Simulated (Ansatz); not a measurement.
C2H8BNSi can be A, `CN1CB[SiH2]1`, or B, `C=NB(C)[SiH3]`.

Isolated molecules relaxed with PBE0-D4/def2-TZVP in Ansatz; ΔE leaves out vibrations. CCSD(T)/CBS adds triple-zeta CCSD(T) − MP2 to the extrapolated MP2 energy (def2 sets, frozen cores). Functionals use def2-TZVPP. B3LYP here is the variant with VWN-RPA as its local correlation; programs differ in this. Each species was taken in one conformer, which may not be the lowest.

Q: Which isomer does CCSD(T)/CBS put lower? Give the gap. (Best estimate.)

A: Ansatz gave: B, by 130.6 kJ/mol.

Q: Give E(B) − E(A) in kJ/mol with HF/def2-TZVPP, MP2/def2-TZVPP, CCSD(T)/def2-TZVPP, B3LYP, PBE0-D4, CCSD/def2-TZVPP, r2SCAN-D4. (An estimate is asked.)

A: Computed: HF/def2-TZVPP -127.6, MP2/def2-TZVPP -127.2, CCSD(T)/def2-TZVPP -135.5, B3LYP -154.4, PBE0-D4 -128.9, CCSD/def2-TZVPP -130.4, r2SCAN-D4 -145.3. None reverses the order clearly.

Largest T1 diagnostic: 0.015.

From PBE to PBE0 (25 % exact exchange), in def2-TZVPP and without D4, E(B) − E(A) moves by +19.2 kJ/mol. The D4 term adds +4.5 kJ/mol with B3LYP and +2.0 kJ/mol with PBE0; it sums over pairs of atoms, weighted by their polarisabilities, and B3LYP, whose exchange is more repulsive, gets the larger term.
